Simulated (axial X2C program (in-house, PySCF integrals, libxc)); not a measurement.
# Spin–orbit effects down a group: molecules with Se (ions), CCSD

All values come from calculations with an in-house relativistic program for diatomic molecules, spin-free (one-electron X2C) or two-component (2c: spin–orbit coupling with atomic mean-field Coulomb and Gaunt terms, which also bring small scalar terms), in Dyall basis sets with cores contracted in-house; open shells are unrestricted.

Basis sets: Al dyall-av3z, B dyall-av3z, Ga dyall-acv3z, In dyall-acv3z, Se dyall-acv3z. Frozen shells (counts by l): BSe⁻ Se 3s2p1d, B 1s, 10 electrons correlated; AlSe⁻ Se 3s2p1d, Al 2s1p, 10 electrons correlated; GaSe⁻ Se 3s2p1d, Ga 3s2p1d, 10 electrons correlated; InSe⁻ In 4s3p2d, Se 3s2p1d, 10 electrons correlated. Coupled cluster in natural virtuals with an MP2 remainder. Where the outer core of a metal is frozen, bonds come out longer and ionisation energies lower.

```csv
molecule,spin-free state,Re (Å),ωe (cm⁻¹),De (eV),2c state,Re 2c (Å),ωe 2c (cm⁻¹),De 2c (eV)
BSe⁻,"M_S = 0, Λ = 0",1.833,816.6,4.92,Ω = 0,1.833,815.7,4.83
AlSe⁻,"M_S = 0, Λ = 0",2.237,448.9,4.12,Ω = 0,2.238,448.4,4.02
GaSe⁻,"M_S = 0, Λ = 0",2.273,318.0,3.73,Ω = 0,2.274,317.4,3.60
InSe⁻,"M_S = 0, Λ = 0",2.466,262.6,3.35,Ω = 0,2.467,261.9,3.12
```

Fragments in 2c: Se- + B, Se- + Al, Se- + Ga, In + Se-. Each entry is the lowest single determinant of a limited PBE0 search at one distance. De goes to single-determinant-based atoms at the same level (for ions the charge split of lowest energy) and is withheld (n/a) where an atom does not fit its ground term or J level. Main or longest-lived isotopes.
